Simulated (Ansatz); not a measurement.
A single point on CH5FOSn, SMILES `O[CH](F)[SnH3]`.

```yaml
crystal:
  periodic: [false, false, false]
  atoms:
    - {symbol: O, position_ang: [1.305750, 0.841527, -1.042601]}
    - {symbol: C, position_ang: [0.537774, 0.855683, 0.097416]}
    - {symbol: F, position_ang: [-0.350804, 1.926096, 0.062886]}
    - {symbol: Sn, position_ang: [-0.633559, -0.973933, 0.406644]}
    - {symbol: H, position_ang: [0.766411, 0.581328, -1.796187]}
    - {symbol: H, position_ang: [1.225144, 1.045397, 0.924382]}
    - {symbol: H, position_ang: [-1.201421, -1.409448, -1.148215]}
    - {symbol: H, position_ang: [0.377896, -2.207625, 1.011486]}
    - {symbol: H, position_ang: [-1.938593, -0.705324, 1.467090]}
basis:
  gaussian: {orbitals: def2-TZVPP}
hamiltonian: {xc: pbe}
correlation: {method: rpa}
```

```sh
$ ansatz run in.yaml --threads 4 --pin off --events-out ev --progress --plain --max-ram 10444MiB
```

Shortened log:

```
Functional definition: PBE
1458 factors; integrals over basis functions are off by at most 9.0e-4 eV
mean field evaluation 1: about -11702.6492 eV, gradient 5.8e1 eV
mean field evaluation 2: about -11702.6426 eV, gradient 5.8e1 eV
mean field evaluation 4: about -11708.4022 eV, gradient 1.7e1 eV
mean field evaluation 8: about -11709.0136 eV, gradient 8.4e-1 eV
mean field evaluation 16: about -11709.0142 eV, gradient 1.4e-4 eV
mean field -11709.01421937 eV, -430.2983359069 hartree, gradient 2.0e-6 eV, S^2 0.000000; 0 other end points of the search recorded, 0 dependent functions left out
7 core orbitals not correlated: weight in the atoms' cores, before any rotation towards them, 1.000 or more for the frozen orbitals, at most 0.000 for the correlated occupied ones
reference -11657.75293253 eV, -428.4145183619 hartree; 18, 18 occupied and 188, 188 virtual orbitals, 1458 factors
Total energy: -11699.32510026 eV, -429.9422673473 hartree
```

It took 4.1 s on 4 threads of an Arm Neoverse V2 on a shared host, with 0.5 GiB of host memory at the peak.
